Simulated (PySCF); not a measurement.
# Ionising KSn

UHF-CCSD(T); K x2c-SVPall, Sn x2c-SVPall; spin-free X2C with a Gaussian nucleus (PySCF 2.14). Neutral (UHF): quartet (σ ↑, π ↑↑), Re = 3.324 Å, ωe = 137 cm⁻¹, De = 1.25 eV.

KSn⁺ (UHF): triplet (σ ↑, π ↑), Re = 3.961 Å, ωe = 69.7 cm⁻¹, De = 0.35 eV to K⁺ + Sn. The energies at the minima are -6774.61438 hartree for KSn and -6774.42965 for KSn⁺.

Problem. Work out the adiabatic ionisation energy, without and with harmonic zero-point energies (1 hartree = 27.2114 eV, 1 eV = 8065.5 cm⁻¹), and the change of the bond length.

Solution. At UHF-CCSD(T): 0.18473 hartree = 5.027 eV between the minima; the zero-point term (69.7 − 137.0)/2 cm⁻¹ = -0.004 eV makes it 5.023 eV. Re changes by +63.7 pm against the neutral. The electron leaves a π orbital, and the ion is left as a loose complex of an ion and an atom.

Correlated steps freeze 23 core orbitals. Weak bonds: KSn⁺. Basis-set superposition, not corrected here, can be much of De in a small basis, most of all at correlated wavefunction levels. Spin–orbit coupling is left out, which matters for elements this heavy, above all for dissociation energies. For an ion De counts to the pair picked by the measured ionisation energies or electron affinities, which need not be the lowest pair at this level. States were picked by a PBE0 search and need not be the measured ground states.
